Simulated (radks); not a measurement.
The numbers below are computed, except where a source is named.
The mean radii <r> (bohr) of the occupied orbitals of an atom or ion are listed with their occupations. Level of theory: scalar-relativistic Kohn-Sham, revPBE, spin-polarised, spherical densities, finite nucleus; Fermi nuclear charge, rms radius of each element as measured or else 0.836 A^(1/3) + 0.57 fm (a radial shooting solver on a logarithmic mesh with Libxc functionals).

| orbital | occ. | <r> |
|---|---|---|
| 1s up | 1 | 0.4187 |
| 1s down | 1 | 0.4190 |
| 2s up | 1 | 2.254 |

Name the element and its charge. Open shells, if any, are filled with parallel spins first.

Answer. Z = 4, beryllium, charge +1: Be+ in [He] 2s1. The 1s radius gives Z: for a bare nucleus <r> = (2 gamma + 1)/(2Z) with gamma = sqrt(1 - (Z/c)^2), 0.3749 bohr for Z = 4, and screening makes it slightly larger (0.4187 here). The occupations add up to 3, and the charge is Z minus that.
